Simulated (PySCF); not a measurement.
**C₆ coefficients of unlike pairs at PBE0**

Calculated with PySCF 2.14 from the dipole response of each species, C₆(A,B) = (3/π) ∫ α_A(iu) α_B(iu) du, in atomic units, from isotropic polarisabilities. For ions this is the dispersion term alone; charge-induced terms of lower order in 1/R come first.

```json
{"species": "P³⁺", "configuration": "[Ne] 3s2 (1S)", "basis": "dyall-acv3z (19s12p6d4f)", "relativity": "none", "α (bohr³)": "6.831", "C₆ (like pair)": "17.40"}
{"species": "Ca⁺", "configuration": "[Ar] 4s1 (2S)", "basis": "aug-cc-pVDZ-X2C (6s5p3d)", "relativity": "spin-free X2C", "α (bohr³)": "87.23", "C₆ (like pair)": "661.9"}
{"species": "I²⁺", "configuration": "[Kr] 4d10 5s2 5p3 (4S)", "basis": "aug-cc-pVQZ-PP with one added diffuse shell each of s, p, d, f, g type with ECP28MDF (8s8p6d4f3g)", "relativity": "core potential", "α (bohr³)": "13.73", "C₆ (like pair)": "93.84"}
{"species": "I³⁺", "configuration": "[Kr] 4d10 5s2 5p2 (3P)", "basis": "aug-cc-pVTZ-DK3 (8s7p5d2f)", "relativity": "spin-free X2C", "α (bohr³)": "10.13", "C₆ (like pair)": "54.13"}
```

(1) Estimate C₆ for I³⁺ with P³⁺.

No spin-orbit coupling is included.

The other pairs:

```tsv
pair	C₆
I³⁺, I²⁺	71.24
I²⁺, Ca⁺	188.3
I³⁺, Ca⁺	140.7
I²⁺, P³⁺	39.94
Ca⁺, P³⁺	87.81
```

Results:

(1) The integral gives 30.22. The combination rule 2 C_A C_B / (C_A α_B/α_A + C_B α_A/α_B) gives 30.23 and the geometric mean 30.69.
